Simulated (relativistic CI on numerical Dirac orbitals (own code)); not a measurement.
**Ar V: computed level list**

Computed by Dirac-Coulomb-Breit CI, KLI orbitals optimised for each configuration, model QED (radiative potential, 1s self-energy scaled to tabulated hydrogen-like ionisation energies), valence Slater integrals scaled by 0.85, configuration energies shifted to the measured levels that pair with them (semi-empirical) (own radial code, finite nucleus).

CI space (outside the closed core [Ne]): 3s²3p², 3s3p³, 3s²3p3d, 3p⁴, 3s²3p4s, 3s²3p4d, 3s3p²3d, 3s²3p5s, 3s²3d², 3p²3d², 3s²3p4p, 3p³3d, 3s²3d4s, 3s3p3d², 3s²3d4p, 3p³4s, 3s²3p4f, 3s3p²4s, 3s²4s², 3s²3p5p, 3p³4p, 3s3p3d4s, 3s²4s4p, 3s3p²4p, 3s²3p5d, 3s²3p5f, 3s²3p5g, 3s3p3d4p, 3s²4p², 3s3p²4d. Levels of other configurations are missing.

The lowest level is 3s²3p² ³P0, with 97 % of that term; Hund's rules for 3s²3p² give ³P with J = 0, in agreement.

| No. | Configuration | Term | J | E (cm⁻¹) | % | Next component (%) | Landé g |
| --- | --- | --- | --- | --- | --- | --- | --- |
| 1 | 3s²3p² | ³P | 0 | 0 | 97 | 2 3s3p²3d ³P |  |
| 2 | 3s²3p² | ³P | 1 | 763 | 97 | 2 3s3p²3d ³P | 1.501 |
| 3 | 3s²3p² | ³P | 2 | 2013 | 96 | 2 3s3p²3d ³P | 1.499 |
| 4 | 3s²3p² | ¹D | 2 | 16007 | 96 | 2 3s3p²3d ¹D | 1.002 |
| 5 | 3s²3p² | ¹S | 0 | 34339 | 94 | 4 3p⁴ ¹S |  |
| 6 | 3s3p³(4S°) | ⁵S° | 2 | 88173 | 99 | 1 3s3p3d² ⁵S° | 2.002 |
| 7 | 3s3p³(2D°) | ³D° | 1 | 123624 | 86 | 12 3s²3p3d ³D° | 0.501 |
| 8 | 3s3p³(2D°) | ³D° | 2 | 123664 | 86 | 12 3s²3p3d ³D° | 1.168 |
| 9 | 3s3p³(2D°) | ³D° | 3 | 123793 | 86 | 12 3s²3p3d ³D° | 1.334 |
| 10 | 3s3p³(2P°) | ³P° | 0 | 141682 | 87 | 11 3s²3p3d ³P° |  |
| 11 | 3s3p³(2P°) | ³P° | 1 | 141690 | 86 | 11 3s²3p3d ³P° | 1.499 |
| 12 | 3s3p³(2P°) | ³P° | 2 | 141696 | 86 | 11 3s²3p3d ³P° | 1.498 |
| 13 | 3s3p³(2D°) | ¹D° | 2 | 156702 | 51 | 46 3s²3p3d ¹D° | 1.001 |
| 14 | 3s²3p3d | ³F° | 2 | 189379 | 97 | 1 3p³3d ³F° | 0.666 |
| 15 | 3s3p³(4S°) | ³S° | 1 | 189993 | 90 | 5 ¹P° | 1.942 |
| 16 | 3s²3p3d | ³F° | 3 | 190068 | 97 | 1 3p³3d ³F° | 1.083 |
| 17 | 3s²3p3d | ³F° | 4 | 191026 | 97 | 1 3p³3d ³F° | 1.250 |
| 18 | 3s3p³(2P°) | ¹P° | 1 | 194286 | 79 | 13 3s²3p3d ¹P° | 1.059 |
| 19 | 3s²3p3d | ³P° | 2 | 217395 | 81 | 11 3s3p³ ³P° | 1.480 |
| 20 | 3s²3p3d | ³P° | 1 | 218132 | 84 | 11 3s3p³ ³P° | 1.492 |
| 21 | 3s²3p3d | ³P° | 0 | 218493 | 85 | 11 3s3p³ ³P° |  |
| 22 | 3s²3p3d | ¹D° | 2 | 221170 | 49 | 43 3s3p³ ¹D° | 1.017 |
| 23 | 3s²3p3d | ³D° | 1 | 224508 | 84 | 11 3s3p³ ³D° | 0.509 |
| 24 | 3s²3p3d | ³D° | 2 | 224789 | 84 | 11 3s3p³ ³D° | 1.170 |
| 25 | 3s²3p3d | ³D° | 3 | 224998 | 85 | 11 3s3p³ ³D° | 1.334 |
| 26 | 3s²3p3d | ¹F° | 3 | 245419 | 96 | 2 3s3p3d² ¹F° | 1.000 |
| 27 | 3s²3p3d | ¹P° | 1 | 250991 | 83 | 12 3s3p³ ¹P° | 0.999 |
| 28 | 3p⁴ | ³P | 2 | 266185 | 86 | 10 3s3p²3d ³P | 1.494 |
| 29 | 3p⁴ | ³P | 1 | 267543 | 87 | 11 3s3p²3d ³P | 1.501 |
| 30 | 3p⁴ | ³P | 0 | 268083 | 87 | 11 3s3p²3d ³P |  |
| 31 | 3p⁴ | ¹D | 2 | 273784 | 82 | 13 3s3p²3d ¹D | 1.007 |
| 32 | 3s²3p4s | ³P° | 0 | 295687 | 96 | 2 3p³4s ³P° |  |
| 33 | 3s²3p4s | ³P° | 1 | 296201 | 92 | 3 ¹P° | 1.483 |
| 34 | 3s²3p4s | ³P° | 2 | 297817 | 96 | 2 3p³4s ³P° | 1.501 |
| 35 | 3s²3p4s | ¹P° | 1 | 301533 | 92 | 3 ³P° | 1.018 |
| 36 | 3p⁴ | ¹S | 0 | 308402 | 82 | 10 3s3p²3d ¹S |  |
| 37 | 3s²3p4p‡ | ¹P | 1 | 323399 | 87 | 8 ³D | 0.967 |
| 38 | 3s²3p4p‡ | ³D | 1 | 326321 | 88 | 7 ¹P | 0.548 |
| 39 | 3s²3p4p‡ | ³D | 2 | 326923 | 95 | 2 3p³4p ³D | 1.169 |
| 40 | 3s²3p4p‡ | ³D | 3 | 328346 | 96 | 2 3p³4p ³D | 1.334 |
| 41 | 3s²3p4p‡ | ³P | 0 | 330754 | 94 | 2 3s3p²4s ³P |  |
| 42 | 3s²3p4p‡ | ³P | 1 | 331096 | 80 | 13 ³S | 1.560 |
| 43 | 3s²3p4p‡ | ³P | 2 | 332160 | 93 | 2 3s3p²4s ³P | 1.493 |
| 44 | 3s²3p4p‡ | ³S | 1 | 332778 | 82 | 14 ³P | 1.926 |
| 45 | 3s²3p4p‡ | ¹D | 2 | 338337 | 95 | 2 3p³4p ¹D | 1.005 |
| 46 | 3s3p²(3P)<4P>3d‡ | ⁵F | 1 | 345920 | 99 |  | 0.000 |
| 47 | 3s3p²(3P)<4P>3d‡ | ⁵F | 2 | 346146 | 99 |  | 1.002 |
| 48 | 3s3p²(3P)<4P>3d‡ | ⁵F | 3 | 346495 | 99 | 1 ⁵D | 1.252 |
| 49 | 3s3p²(3P)<4P>3d‡ | ⁵F | 4 | 346977 | 99 | 1 ⁵D | 1.351 |
| 50 | 3s3p²(3P)<4P>3d‡ | ⁵F | 5 | 347606 | 99 |  | 1.401 |
| 51 | 3s²3p4p‡ | ¹S | 0 | 348514 | 95 | 2 3p³4p ¹S |  |
| 52 | 3s3p²(3P)<4P>3d‡ | ⁵D | 0 | 352412 | 99 | 1 3p²3d² ⁵D |  |
| 53 | 3s3p²(3P)<4P>3d‡ | ⁵D | 1 | 352477 | 99 | 1 3p²3d² ⁵D | 1.498 |
| 54 | 3s3p²(3P)<4P>3d‡ | ⁵D | 2 | 352598 | 98 | 1 3p²3d² ⁵D | 1.495 |
| 55 | 3s3p²(3P)<4P>3d‡ | ⁵D | 3 | 352756 | 96 | 1 ³F | 1.491 |
| 56 | 3s3p²(3P)<4P>3d‡ | ⁵D | 4 | 352939 | 94 | 4 ³F | 1.488 |
| 57 | 3s3p²(1D)<2D>3d‡ | ³F | 2 | 355369 | 71 | 26 3s²3d² ³F | 0.670 |
| 58 | 3s3p²(1D)<2D>3d‡ | ³F | 3 | 355724 | 70 | 26 3s²3d² ³F | 1.092 |
| 59 | 3s3p²(1D)<2D>3d‡ | ³F | 4 | 356239 | 67 | 26 3s²3d² ³F | 1.262 |
| 60 | 3s3p²(3P)<4P>3d‡ | ³P | 2 | 368822 | 76 | 17 3s²3d² ³P | 1.501 |
| 61 | 3s3p²(3P)<4P>3d‡ | ³P | 1 | 369609 | 75 | 18 3s²3d² ³P | 1.501 |
| 62 | 3s3p²(3P)<4P>3d‡ | ³P | 0 | 370012 | 75 | 19 3s²3d² ³P |  |
| 63 | 3s3p²(3P)<4P>3d‡ | ⁵P | 3 | 378079 | 96 | 3 3s3p²4s ⁵P | 1.668 |
| 64 | 3s3p²(3P)<4P>3d‡ | ⁵P | 2 | 378529 | 94 | 5 3s3p²4s ⁵P | 1.834 |
| 65 | 3s3p²(3P)<4P>3d‡ | ⁵P | 1 | 378800 | 93 | 6 3s3p²4s ⁵P | 2.502 |
| 66 | 3s²3d²‡ | ¹G | 4 | 382536 | 50 | 45 3s3p²3d ¹G | 1.000 |
| 67 | 3s3p²(3P)<4P>4s‡ | ⁵P | 1 | 385785 | 93 | 6 3s3p²3d ⁵P | 2.502 |
| 68 | 3s3p²(3P)<4P>4s‡ | ⁵P | 2 | 386498 | 95 | 5 3s3p²3d ⁵P | 1.835 |
| 69 | 3s3p²(3P)<4P>4s‡ | ⁵P | 3 | 387534 | 96 | 3 3s3p²3d ⁵P | 1.668 |
| 70 | 3s²3d²‡ | ¹D | 2 | 394834 | 64 | 24 3s3p²3d ¹D | 1.001 |

Energies count from the lowest computed level; ° marks odd parity. Percentages are summed over parent terms; the parents shown are those of the largest component, closed shells are left out there, and <> holds an intermediate term. ‡ marks configurations that were not tied to measured data.

The mean weight of the leading LS term, summed over parents, in these 70 levels is 88 %, and that of the leading jj configuration (from the same eigenvectors) 57 %, so LS coupling describes them better.

Configurations whose levels could be paired with our table of measured levels were shifted onto them, all but the ground configuration, by the median error of their levels; single terms can still be off by 1,000 to 2,000 cm⁻¹ or more, and rates follow the energies as ν³ (E1, M1) or ν⁵ (E2). The others borrow a shift and can be off by several thousand cm⁻¹ or more. 39 of the 43 excited levels that our extract of the measured tables holds in this range could be paired (the sources list more); they are missed by 751 cm⁻¹ on average and 4738 at most, after the shifts were fitted to these levels, and levels without a partner can miss by more.

Landé's interval rule says that E(J) − E(J−1) = AJ with one A. For the ground term the intervals give A = 763.3, 624.9 cm⁻¹ for J = 1, 2; the multiplet is regular.

LS names give the leading component of a level, which can be under half, so a name can repeat, a term be missing and a line seem to break the LS rules.
